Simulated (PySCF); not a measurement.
Some computed properties have been withheld. Give your best values.

Compound: C3H8NO4S2 (charge -1).
Bonds: C1–C2, C2–S3, S3–O4 (double), S3–O5 (double), S3–N6, N6–S7, S7–C8, S7–O9 (double), S7–O10 (double). Hydrogens: H11, H12, H13 on C1; H14, H15 on C2; H16, H17, H18 on C8.

Conformer (atom-mapped SMILES and torsion angles): `[CH3:1][CH2:2][S:3](=[O:4])(=[O:5])[N-:6][S:7]([CH3:8])(=[O:9])=[O:10]`: C1–C2–S3–O4 -178°, C2–S3–N6–S7 -69°, S3–N6–S7–C8 -72°.

```csv
property,level,value
point group,PBE0-D3(BJ)/def2-SVP,?
"rotational constants A, B, C",PBE0-D3(BJ)/def2-SVP,?
HOMO energy,KT3/pcSseg-1,-1.84 eV
LUMO energy,KT3/pcSseg-1,?
13C chemical shifts (computed TMS as zero) by class,GIAO KT3/pcSseg-1,?
1H chemical shifts (computed TMS as zero) by class,GIAO KT3/pcSseg-1,"2.93 (H14/H15), 2.63 (H16/H17/H18), 1.10 (H11/H12/H13) ppm"
"isotropic shieldings of nuclei other than C and H, by class",GIAO KT3/pcSseg-1,"89 (N6), 100 (O9/O10), 112 (O4/O5), 224 (S3), 236 (S7) ppm"
```

The electronic properties come from PySCF, for the isolated species, density fitting. The geometry's basis has no diffuse functions, a weakness for an anion. NMR classes are plain means over equivalent atoms (diastereotopic ones count apart unless rotation or inversion swaps them), as if these changed places fast; in this geometry the members of some classes differ. No diffuse functions stand in pcSseg-1, which bears on an anion's orbital energies.

Give the 13C chemical shifts (computed TMS as zero) by class.

50.5 (C2), 43.3 (C8), 12.5 (C1) ppm.

The rotational constants A, B, C?

1.672, 0.826, 0.711 GHz.

What is the point group?

C1.

The LUMO energy?

4.06 eV.

The rotational constants make it an asymmetric top with κ = (2B − A − C)/(A − C) = -0.76, nearer the prolate limit (−1). With B = h/(8π²I), that is 505.379 GHz u Å² over I, the principal moments of inertia are 302.3, 611.7 and 711.2 u Å² (most abundant isotopes); the inertial defect Ic − Ia − Ib is -202.8 u Å² (zero for a rigid planar frame, negative otherwise).

For the geometry optimisation (PBE0-D3(BJ)/def2-SVP), hardware: an Arm Neoverse V1 with one thread, shared host. Cost: 2.4 min of wall time, 0.85 GiB resident at most.

One conformer stands for the species.
